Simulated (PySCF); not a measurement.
Species: C6H9O (doublet state).
Cartesian coordinates in Å at the GFN2-xTB level; atoms count from 1:
```
atom  x, y, z in Å
C1     2.5389    0.7954   -0.0486
C2     1.7835    0.5482   -1.0702
C3     0.4091   -0.0739   -1.0822
O4    -0.1429   -0.3058   -2.1246
C5    -0.2113   -0.3288    0.2780
C6    -1.2932   -1.3991    0.1793
C7    -0.7925    0.9970    0.7817
H8     2.5143    0.6769    1.0113
H9     2.1111    0.7824   -2.0772
H10    0.5775   -0.6557    0.9620
H11   -1.7623   -1.5505    1.1483
H12   -0.8653   -2.3416   -0.1542
H13   -2.0545   -1.0979   -0.5358
H14   -1.5882    1.3320    0.1200
H15   -1.2063    0.8630    1.7786
H16   -0.0256    1.7675    0.8222
```

The hyperfine couplings belong to this conformer and change with its torsions.

The species is `[H]/[C]=C\C(=O)C(C)C` [radical].

Method: UKS B3LYP, pcH-1 on C H O, non-relativistic, mean-field spin-orbit, GIAO in PySCF 2.14.0. One conformer (not necessarily the lowest) at the GFN2-xTB geometry, without solvent, vibrations or thermal averaging. The geometry wasn't refined by DFT: couplings that depend on bond lengths, twists or pyramidal angles can differ widely from those at the functional's own minimum. No stability test was run, so a lower SCF solution isn't excluded.

Task: What are g_iso and the isotropic 1H coupling of H9?

Result: g_iso = 2.00245 and a = +129.66 MHz, or +4.626 mT (Mulliken spin population +0.05).

Task: Take this nucleus alone (I = 1/2, g_N = 5.5857) with S = 1/2. Where do its 2 lines fall at 9.494 GHz to first order, to second order and exactly?

Result: First order: B = B0 − a·mI with B0 = 338.748 mT. Second order subtracts a²[I(I+1) − mI²]/(2B0). The exact fields come from the Breit–Rabi levels of H = g μB B Sz − g_N μN B Iz + a S·I.

```
  mI  first order (mT)  second order (mT)  exact (mT)  exact − first order
−1/2           341.061            341.046     341.046               -0.016
+1/2           336.435            336.419     336.419               -0.016
```

Task: What g and a would be read from the two outer exact lines by first-order rules?

Result: Their midpoint, 338.732 mT, gives an apparent g of 2.00254 (true 2.00245), and their distance over 2I an apparent |a| of 4.627 mT (true 4.626).

Task: Give the zero-field levels of this pair of spins.

Result: F = I ± 1/2 = 1 and 0, at a·I/2 = +32.4 MHz and −a(I+1)/2 = -97.2 MHz, that is |a|(I + 1/2) = 129.7 MHz apart; F = 0 lies lower.

Other couplings of abundant isotopes, left aside here: 1 × 1H 39 MHz.

The run took 72 s (with the writing of density and orbital grids) on an Arm Neoverse V2 with one thread, no GPU, shared host with 96 logical CPUs at a one-minute load of 68, and the process peaked at 0.97 GiB of memory.
